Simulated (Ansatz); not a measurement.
One change: `CC[SiH2]N` becomes `N[SiH2]CCl`.

Ansatz, PBE0-D4/def2-TZVP geometries, multiplicity 1. Each molecule was computed in one conformer, which needn't be the lowest.

| property | `CC[SiH2]N` |
| --- | --- |
| LUMO energy (PBE/def2-TZVPP) / eV | -0.17 |
| LUMO energy (ωB97M-V/def2-TZVPP) / eV | 2.14 |
| HOMO energy (ωB97M-V/def2-TZVPP) / eV | -9.56 |
| LUMO energy (PBE0/def2-TZVPP) / eV | 0.66 |
| HOMO energy (PBE0/def2-TZVPP) / eV | -7.21 |
| HOMO–LUMO gap (PBE0/def2-TZVPP) / eV | 7.87 |

(1) Give the same properties after the change, and the shifts. (An estimate is asked.)

Answers

(1) Computed: 
| property | `N[SiH2]CCl` | shift |
| --- | --- | --- |
| LUMO energy (PBE/def2-TZVPP) / eV | -0.64 | -0.47 |
| LUMO energy (ωB97M-V/def2-TZVPP) / eV | 1.98 | -0.16 |
| HOMO energy (ωB97M-V/def2-TZVPP) / eV | -9.77 | -0.21 |
| LUMO energy (PBE0/def2-TZVPP) / eV | 0.34 | -0.32 |
| HOMO energy (PBE0/def2-TZVPP) / eV | -7.45 | -0.24 |
| HOMO–LUMO gap (PBE0/def2-TZVPP) / eV | 7.79 | -0.08 |

With PBE0 the HOMO falls by 0.24 eV and the LUMO falls by 0.32 eV, so the gap narrows by about 0.08 eV. PBE moves the HOMO by -0.25 eV and ωB97M-V by -0.21 eV. The zero-point energy changes by -96.5 kJ/mol with -9 modes.
